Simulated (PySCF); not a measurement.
Coordinates in bohr (charge -1 multiplicity 1):
```
Bi    0.0000    0.0000    0.0000
Cl    2.8604   -2.8604   -2.8604
Cl    2.8604    2.8604    2.8604
Cl   -2.8604    2.8604   -2.8604
Cl   -2.8604   -2.8604    2.8604
```

All numbers come from PySCF, PBE0, basis Bi def2-SVPD with ECP60, Cl def2-SVPD (scalar-relativistic core potentials, no spin–orbit coupling, density fitting).

This geometry of [BiCl4]- is a stationary point at this level.

(1) What is the point group?

(2) Is it a minimum?

(3) List the harmonic modes with their infrared intensities.

(4) Give the atomic charges and bond orders.

## Answers

(1) Td.

(2) Yes: all harmonic wavenumbers are real, though the softest, 32 cm⁻¹, leaves little margin.

(3) 
```csv
symmetry,ω (cm⁻¹),"IR (km/mol, summed over degenerate members)",type
t2,32,0.6,bend
e,62,0.0,bend
t2,251,380,stretch
a1,281,0.0,stretch
```

(4) 
```json
{"atom": "Bi1", "Mulliken": "1.77", "Löwdin": "0.91", "polar tensor": "2.04", "Mayer order to Bi1": "–"}
{"atom": "Cl2,3,4,5", "Mulliken": "-0.69", "Löwdin": "-0.48", "polar tensor": "-0.76", "Mayer order to Bi1": "0.50"}
```

Only a few start shapes were tried, so a lower isomer may exist. The lowest empty level of this anion is unbound, so it and the gap depend on the basis. With an element this heavy the missing spin–orbit coupling can shift these numbers.
